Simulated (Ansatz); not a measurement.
Start from `O[SiH](F)O[SiH2]F` and change one atom or group to get `O[SiH](F)[O][GeH3]`.

Ansatz, PBE0-D4/def2-TZVP geometries, multiplicity 1. Each molecule was computed in one conformer, which needn't be the lowest.

Scalar relativity is left out up to krypton.

```json
{"property": "size of the dipole moment (PBE/def2-TZVPP) / D", "`O[SiH](F)O[SiH2]F`": "2.08"}
{"property": "LUMO energy (ωB97M-V/def2-TZVPP) / eV", "`O[SiH](F)O[SiH2]F`": "1.90"}
{"property": "HOMO–LUMO gap (ωB97M-V/def2-TZVPP) / eV", "`O[SiH](F)O[SiH2]F`": "13.57"}
{"property": "ideal-gas entropy at 298 K and 1 bar (rigid rotor, harmonic PBE0-D4/def2-TZVP) / J/(mol·K)", "`O[SiH](F)O[SiH2]F`": "399"}
{"property": "zero-point energy (PBE0-D4/def2-TZVP) / kJ/mol", "`O[SiH](F)O[SiH2]F`": "136.6"}
{"property": "LUMO energy (B3LYP/def2-TZVPP) / eV", "`O[SiH](F)O[SiH2]F`": "0.07"}
```

Q: Give the same properties after the change, and the shifts. (Estimate.)

A: Ansatz gave: 
```csv
property,`O[SiH](F)[O][GeH3]`,shift
size of the dipole moment (PBE/def2-TZVPP) / D,1.35,-0.73
LUMO energy (ωB97M-V/def2-TZVPP) / eV,1.89,-0.01
HOMO–LUMO gap (ωB97M-V/def2-TZVPP) / eV,13.25,-0.32
"ideal-gas entropy at 298 K and 1 bar (rigid rotor, harmonic PBE0-D4/def2-TZVP) / J/(mol·K)",385,-14
zero-point energy (PBE0-D4/def2-TZVP) / kJ/mol,143.6,7.0
LUMO energy (B3LYP/def2-TZVPP) / eV,-0.15,-0.22
```

With PBE0 the HOMO rises by 0.32 eV and the LUMO falls by 0.27 eV, so the gap narrows by about 0.59 eV. PBE moves the HOMO by 0.32 eV and ωB97M-V by 0.31 eV. Dipoles are sizes alone; their direction can turn. Modes under 60 cm⁻¹, often nearly free rotors, make the harmonic entropy too high.

B3LYP here is the variant with VWN-RPA as its local correlation; programs differ in this.
